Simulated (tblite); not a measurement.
Species: C₆H₁₁B₂N.
Numbering: `[CH:1]#[C:2][C@H:3]1[BH:4][NH:5][CH2:6][CH2:7][BH:8][CH2:9]1` (hydrogens: H10 on C1; H11 on C3; H12 on B4; H13 on N5; H14, H15 on C6; H16, H17 on C7; H18 on B8; H19, H20 on C9)

Computed with GFN2-xTB (tblite), gas phase: L-BFGS steps from a force-field or distance-geometry start until the largest atomic force falls under 0.01 eV/Å.

Step 72: E = -647.2347 eV
```
atom  x, y, z in Å  |  force x, y, z in eV/Å
C1      3.5253    0.6589   -1.1823   -0.017   0.006  -0.019
C2      2.3524    0.4844   -1.0151   -0.014   0.029   0.007
C3      0.9424    0.3017   -0.7302   -0.004  -0.006   0.011
B4      0.6280   -1.2333   -0.3923   -0.016  -0.003   0.035
N5     -0.6261   -1.7062   -0.0551    0.032  -0.001  -0.031
C6     -1.8816   -0.9938    0.0920    0.003  -0.011  -0.003
C7     -1.7885    0.1269    1.1533   -0.014   0.043   0.019
B8     -0.9933    1.3111    0.4780    0.014   0.009  -0.023
C9      0.5701    1.2727    0.4470    0.008  -0.004  -0.030
H10     4.5500    0.8000   -1.3566   -0.001  -0.007  -0.010
H11     0.3829    0.6274   -1.6183    0.001  -0.040   0.023
H12     1.4987   -2.0197   -0.4097    0.026  -0.038  -0.007
H13    -0.7099   -2.6826    0.1856   -0.006   0.038  -0.013
H14    -2.6557   -1.7066    0.3858   -0.012  -0.031   0.008
H15    -2.1834   -0.5558   -0.8668    0.037  -0.008  -0.019
H16    -2.8071    0.3953    1.4353   -0.015   0.022   0.005
H17    -1.3009   -0.2916    2.0357   -0.023  -0.005  -0.016
H18    -1.5772    2.1006   -0.1680    0.002  -0.003   0.047
H19     1.0290    2.2396    0.2274    0.006  -0.008   0.035
H20     1.0397    0.8816    1.3513   -0.007   0.018  -0.017
```

Step 73: E = -647.2354 eV
```
atom  x, y, z in Å  |  force x, y, z in eV/Å
C1      3.5219    0.6586   -1.1876   -0.037   0.004  -0.019
C2      2.3486    0.4857   -1.0196    0.017   0.019   0.009
C3      0.9397    0.3004   -0.7305    0.006  -0.001   0.005
B4      0.6296   -1.2346   -0.3873   -0.004   0.001   0.026
N5     -0.6240   -1.7096   -0.0512    0.031   0.024  -0.029
C6     -1.8778   -0.9927    0.0891   -0.006  -0.018  -0.009
C7     -1.7905    0.1284    1.1519   -0.009   0.016   0.002
B8     -0.9931    1.3146    0.4814   -0.005  -0.001  -0.025
C9      0.5703    1.2706    0.4476   -0.007  -0.003  -0.020
H10     4.5465    0.7995   -1.3641   -0.011  -0.006  -0.009
H11     0.3783    0.6264   -1.6170   -0.010  -0.047   0.017
H12     1.5041   -2.0164   -0.3985    0.027  -0.047  -0.007
H13    -0.7086   -2.6858    0.1921   -0.010   0.061  -0.011
H14    -2.6558   -1.7042    0.3757   -0.016  -0.026   0.016
H15    -2.1721   -0.5527   -0.8711    0.040  -0.011  -0.021
H16    -2.8117    0.3933    1.4302    0.010   0.022   0.006
H17    -1.3036   -0.2913    2.0342   -0.035   0.002  -0.008
H18    -1.5765    2.1097   -0.1586    0.009  -0.007   0.050
H19     1.0315    2.2368    0.2298    0.010  -0.014   0.041
H20     1.0379    0.8740    1.3505    0.000   0.034  -0.013
```

Question: Estimate the geometry and energy of step 74. (The exact step hangs on the optimiser's Hessian estimate; all steps are aligned on step 73, rigid shifts and turns removed.)

Answer: E = -647.2363 eV, largest force 0.079 eV/Å
```
atom  x, y, z in Å  |  force x, y, z in eV/Å
C1      3.5177    0.6594   -1.1946   -0.044   0.002  -0.018
C2      2.3444    0.4877   -1.0245    0.041   0.005   0.010
C3      0.9370    0.2988   -0.7301    0.016   0.000  -0.001
B4      0.6314   -1.2358   -0.3801    0.023   0.001   0.007
N5     -0.6221   -1.7127   -0.0482    0.015   0.040  -0.012
C6     -1.8746   -0.9915    0.0848   -0.019  -0.016  -0.017
C7     -1.7924    0.1298    1.1501   -0.004  -0.022  -0.022
B8     -0.9925    1.3182    0.4847   -0.023  -0.018  -0.020
C9      0.5708    1.2687    0.4485   -0.021  -0.002  -0.002
H10     4.5423    0.7995   -1.3734   -0.022  -0.004  -0.009
H11     0.3725    0.6233   -1.6145   -0.023  -0.049   0.004
H12     1.5094   -2.0139   -0.3844    0.023  -0.047  -0.005
H13    -0.7077   -2.6877    0.2010   -0.012   0.077  -0.013
H14    -2.6573   -1.7019    0.3633   -0.005  -0.004   0.016
H15    -2.1587   -0.5486   -0.8774    0.036  -0.019  -0.012
H16    -2.8156    0.3913    1.4262    0.033   0.022   0.003
H17    -1.3060   -0.2931    2.0310   -0.042   0.012   0.004
H18    -1.5756    2.1185   -0.1489    0.013  -0.004   0.048
H19     1.0352    2.2341    0.2339    0.011  -0.017   0.038
H20     1.0368    0.8666    1.3496    0.005   0.044   0.001
```

The energy changes by -0.0008 eV. The first-order estimate −F·Δx gives -0.0011 eV and the mean of the old and new forces, exact on a quadratic surface, -0.0008 eV. The step makes an angle of 80° with the force vector and moves no atom by more than 0.015 Å.

What follows is the cost of the whole relaxation. The run took 1.0 s wall on Arm Neoverse V1, one thread, no GPU, shared host with 32 logical CPUs at a one-minute load of 33.
